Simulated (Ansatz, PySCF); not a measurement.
Breaking the C3–H4 bond in CH4Sn (SMILES [CH3][SnH]) (multiplicity 1 held, fragments rigid). Energies count from the point at 1.093 Å.
Geometry at that point (charge 0, multiplicity 1):
```xyz
6

Sn     0.00984     0.25050     0.24519
H     -0.34595     1.41340    -1.06485
C     -0.01334    -1.45640    -1.15807
H      0.73725    -1.29419    -1.93601
H     -0.98669    -1.50317    -1.65333
H      0.18357    -2.40265    -0.65673
```

Unrestricted levels (U-) break spin symmetry where that is lower. Active spaces are followed from a long bond inwards. Levels need not reach the same state.

Cores are frozen in the correlated methods. Filled d and f shells under p-block atoms count as core. Rows in 3-21G, LANL2DZ carry no dispersion term and start afresh at each structure; the Pople sets are all-electron and without relativity. LANL2DZ brings its own core potentials from Na on.

The values were computed with Ansatz (Gaussian orbitals); PySCF for 3-21G rows, LANL2DZ rows. Values without a source in brackets are computed. In def2 rows elements past Kr take small-core potentials, without spin–orbit coupling.

Other levels give for the energy at R = 3.498 Å: U-PBE/def2-TZVPP 442.2; U-B3LYP/def2-TZVPP 450.3; U-wB97X-V/def2-TZVPP 462.8; FIC-MRCISD+Q on CASSCF(2,2)/def2-TZVPP 456.9 kJ/mol.

Common cheap choices:

| level | energy at R = 3.498 Å (kJ/mol) |
|---|---|
| R-HF/3-21G | 788.9 |
| U-HF/LANL2DZ | 358.0 |
| R-BP86/LANL2DZ | 545.3 |
| R-B3LYP/LANL2DZ | 595.9 |
| U-B3LYP/LANL2DZ | 456.6 |

Doubts at one or more of the structures used: a restricted determinant that unrestricted orbitals would lower (R-HF/3-21G); a spin-contaminated determinant (U-HF/LANL2DZ, U-B3LYP/LANL2DZ, U-PBE/def2-TZVPP, U-B3LYP/def2-TZVPP, U-wB97X-V/def2-TZVPP).

Ansatz is a program for electronic structure.
